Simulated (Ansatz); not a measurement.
Reaction (formal exchange of groups at the Sn–Br bond): `[Br][Sn][Br]` + ethane → `C[CH2][Sn][Br]` + HBr

Calculated with Ansatz (gas phase, PBE0-D4/def2-TZVP geometries, no zero-point term in ΔE). CBS: MP2 limit from def2 TZ/QZ plus the TZ coupled-cluster correction, frozen cores. This one scheme is used for every species. def2 core potentials past Kr. For Br, Sn outer-core shells are correlated without core-valence functions, which leaves a few kJ/mol of doubt a bond. Scalar relativity is left out up to krypton. One conformer a species, not always the lowest.

```json
{"species": "`[Br][Sn][Br]`", "CCSD(T)/CBS(def2) energy (Eh)": "-5360.78051"}
{"species": "`CC`", "CCSD(T)/CBS(def2) energy (Eh)": "-79.71954"}
{"species": "`C[CH2][Sn][Br]`", "CCSD(T)/CBS(def2) energy (Eh)": "-2866.51200"}
{"species": "HBr", "CCSD(T)/CBS(def2) energy (Eh)": "-2573.91920"}
```

Question: Work out ΔE.

Answer: ΔE = (-2866.51200) + (-2573.91920) − (-5360.78051) − (-79.71954) = 0.06885 Eh = +180.8 kJ/mol.

Question: What do rigid-rotor, harmonic-oscillator terms from PBE0-D4/def2-TZVP frequencies (298.15 K, 1 bar) make of the CCSD(T)/CBS value? (An estimate is asked.)

Answer: The calculation gave: ΔZPE = -13.6 kJ/mol, ΔH = +169.5 kJ/mol, ΔS = 9 J/(mol·K), ΔG = +166.7 kJ/mol. Modes under 50 cm⁻¹ make the entropy rough.

Largest T1 diagnostic among the species: 0.012.

Leaving LDA and LC-ωPBE aside and taking each functional with its dispersion term where it has one, the values, not all of them listed here, spread over 12.7 kJ/mol, from ωB97M-V to BHLYP-D4. LDA lies −11.1 kJ/mol from PBE without D4. In def2-TZVPP, CCSD(T) changes the Hartree–Fock value by −31.7 kJ/mol (the triples alone add −2.2 kJ/mol) and MP2 by −27.5 kJ/mol.
